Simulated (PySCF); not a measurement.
## CsO: script and output

The script input.py:

```python
from pyscf import gto, scf

mol = gto.M(
    atom='Cs 0 0 0; O 0 0 3',
    basis='ano-rcc-vdzp',
    charge=0,
    spin=1,
    symmetry=True,
    verbose=3,
)
mf = scf.UHF(mol)
mf = mf.sfx2c1e()
mf.kernel()
mf.dip_moment()
print('orbital energies (hartree):', [e[max(0, n-3):n+3].round(4) for e, n in zip(mf.mo_energy, mol.nelec)])
```

```bash
$ OMP_NUM_THREADS=1 python input.py
```

It prints:

```
converged SCF energy = -7857.96641382661  <S^2> = 0.76249614  2S+1 = 2.0124573
Dipole moment(X, Y, Z, Debye):  0.00000,  0.00000, -12.98071
orbital energies (hartree): [array([-0.4076, -0.3118, -0.3118, -0.0081,  0.0226,  0.0226]), array([-0.6828, -0.2544, -0.2544, -0.0087,  0.0226,  0.0226])]
```

In short: E(SCF) = -7857.966414 Eh, ⟨S²⟩ = 0.762, μz(SCF) = -12.98 D.

Hardware: Arm Neoverse V2, 1 thread, shared host. Wall time 7.1 s.

The bond length is a typed value, not an optimised one. No search for the lowest solution was made.
